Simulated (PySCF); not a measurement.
C₇H₁₀.
Cartesian coordinates in Å at the PBE0-D3(BJ)/def2-SVP level; atoms count from 1:
```
atom  x, y, z in Å
C1    -1.3881   -1.6962    0.5205
C2    -0.8437   -0.4773    0.5721
C3    -1.2024    0.8058    1.3040
C4     0.0364    1.4820    0.6530
C5     0.3320    0.1655   -0.0471
C6     1.2851   -0.2445   -0.8935
C7     2.4042    0.6016   -1.3961
H8    -0.9483   -2.4890   -0.0906
H9    -2.2905   -1.9387    1.0879
H10   -2.1723    1.2404    1.0167
H11   -1.1681    0.7323    2.4020
H12    0.8099    1.8127    1.3640
H13   -0.1951    2.3230   -0.0194
H14    1.2436   -1.2824   -1.2459
H15    3.3839    0.1719   -1.1254
H16    2.3912    0.6707   -2.4974
H17    2.3580    1.6229   -0.9911
```

The closed-shell ground state was solved at several levels (PySCF, density fitting, gas phase, non-relativistic).

```tsv
level	basis functions	total energy (Eh)	HOMO (eV)	LUMO (eV)	gap (eV)	dipole (D)
CAM-B3LYP/pcSseg-1	169	-272.5010	-7.45	0.26	7.71	0.64
B3LYP/pcJ-1	289	-272.7192	-6.01	-1.03	4.98	0.65
PBE0/pcSseg-1	169	-272.3285	-6.23	-0.85	5.38	0.66
```

(1) Estimate the row for wB97X-D/def2-SVPD, a basis of 220 functions; the other rows only guide the guess.

(2) Over all these levels, which gives the widest orbital gap and which the narrowest?

(3) How far do the dipole and the HOMO energy spread over the levels?

## Answers

(1) Total energy -272.4205 Eh, HOMO -8.00 eV, LUMO 0.83 eV, gap 8.83 eV, dipole 0.66 D.

(2) wB97X-D/def2-SVPD (range-separated hybrid) has the widest, 8.83 eV, and B3LYP/pcJ-1 (global hybrid, 20 % exact exchange) the narrowest, 4.98 eV. Functional and basis both differ between the two, so the spread mixes both effects.

(3) The dipole runs from 0.64 to 0.66 D (mean 0.65 D) and the HOMO from -8.00 to -6.01 eV.

wB97X-D is run here without its empirical dispersion term; that term would change no orbital, density or response property at a fixed geometry.
